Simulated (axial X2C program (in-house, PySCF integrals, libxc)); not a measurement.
# TeBr: from the spin-free to the two-component result

Calculated with an in-house all-electron X2C program for linear molecules (integrals from PySCF). Spin-free means the one-electron spin-free X2C Hamiltonian; two-component (2c) means X2C with spin–orbit coupling and atomic mean-field two-electron Coulomb and Gaunt terms, so the difference of the two also holds small scalar two-electron terms. Basis: Te dyall-cv3z [11s12p8d4f1g], Br dyall-cv3z [8s9p6d4f1g] (cores contracted in-house); Gaussian nuclei, density fitting, unrestricted open shells. Masses: Te 129.906 u, Br 78.918 u.

Spin-free state: M_S = 1/2, Λ = 1 (beyond evenly filled blocks: π+α, π+β, π-α); fragments Te + Br.

```tsv
level	Re (Å)	ωe (cm⁻¹)	De (eV)	μ (D)
PBE0	2.457	276.4	2.465	-0.95
PBE50	2.436	287.8	2.266	-1.08
```

Dipoles are positive if Br is the positive end.

Q: Within this multiplet, which Ω should lie lowest by the rule for regular and inverted multiplets?

A: The open π shell holds three electrons, one hole, so the multiplet is inverted: Ω = Λ + 1/2 = 3/2. The PBE0 2c search agrees.

Two-component determinant lowest at the distance of the search:

Ω = 3/2 (⟨Sz⟩ = 0.51, ⟨Lz⟩ = 0.99 at PBE0); fragments Te + Br.

```csv
level,Re (Å),ωe (cm⁻¹),De (eV),μ (D)
PBE0,2.468,269.3,2.386,-1.11
PBE50,2.445,281.3,n/a,-1.23
```

Q: From the two tables, how do the constants change at the PBE0 level (2c against spin-free)?

A: At the PBE0 level Re rises by 0.011 Å and ωe falls by 7.1 cm⁻¹; De changes by -0.079 eV.

One determinant describes the state; a PBE0 search over occupations chose it and may have missed a lower one. Dissociation energies refer to the lowest single-determinant-based atoms at the same level and basis. De is not given where an atomic determinant may have missed its ground term or J level, or where the truncated virtual space spoils (T). Density functionals use the spin component along the axis (collinear). The functionals have no current-density term, which raises determinants with orbital currents, atoms included.
